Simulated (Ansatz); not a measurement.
Reaction (cleavage of the Si–Si bond): `F[Si]([SiH3])(Cl)Cl` + `CNCF` → `CN([SiH3])CF` + `F[SiH](Cl)Cl`

Computed with Ansatz on PBE0-D4/def2-TZVP structures; ΔE is electronic, products minus reactants. CCSD(T)/CBS is the MP2 limit (def2-TZVPP, def2-QZVPP) plus CCSD(T) − MP2 in def2-TZVPP, frozen cores. One conformer a species, not always the lowest.

`F[Si]([SiH3])(Cl)Cl`:

Z-matrix (Å, degrees):
```
Si
Si 1 2.331
Cl 1 2.038 2 111.2
F 1 1.589 2 111.2 3 -119.3
Cl 1 2.038 2 111.2 3 121.5
H 2 1.484 1 109.0 3 179.7
H 2 1.484 1 109.0 3 59.2
H 2 1.484 1 107.8 3 -60.6
```

`CNCF`:

Cartesian coordinates in Å:
```
C -0.733 0.620 0.762
N 0.565 0.125 0.350
C 0.573 -0.793 -0.702
F 0.084 -0.268 -1.917
H -1.251 1.202 -0.009
H -1.368 -0.228 1.031
H -0.619 1.242 1.652
H 1.232 0.871 0.206
H -0.074 -1.643 -0.466
H 1.591 -1.129 -0.907
```

`CN([SiH3])CF`:

```xyz
13

C     0.709    1.089    0.698
N     0.031   -0.096    0.203
Si   -1.579    0.047   -0.425
C     0.862   -1.163   -0.161
F     1.556   -0.926   -1.360
H     1.256    1.622   -0.087
H    -0.016    1.778    1.137
H     1.421    0.811    1.482
H    -1.676    0.826   -1.692
H    -2.404    0.746    0.594
H    -2.074   -1.332   -0.664
H     1.637   -1.331    0.595
H     0.277   -2.072   -0.320
```

`F[SiH](Cl)Cl`:

Z-matrix (Å, degrees):
```
Si
F 1 1.581
Cl 1 2.024 2 108.4
Cl 1 2.024 2 108.4 3 119.6
H 1 1.467 2 109.1 3 -120.2
```

```csv
level,ΔE (kcal/mol)
CCSD/def2-TZVPP,-11.0
HF/CBS(def2),-12.7
```

(1) What does CCSD(T)/CBS give? (Best estimate.)

Largest T1 diagnostic among the species: 0.011.

## Answers

(1) Computed: -10.1 kcal/mol. The listed levels differ from it by -0.9, -2.6 kcal/mol.

From PBE to PBE0 (25 % exact exchange), in def2-TZVPP and without D4, ΔE moves by −1.6 kcal/mol.
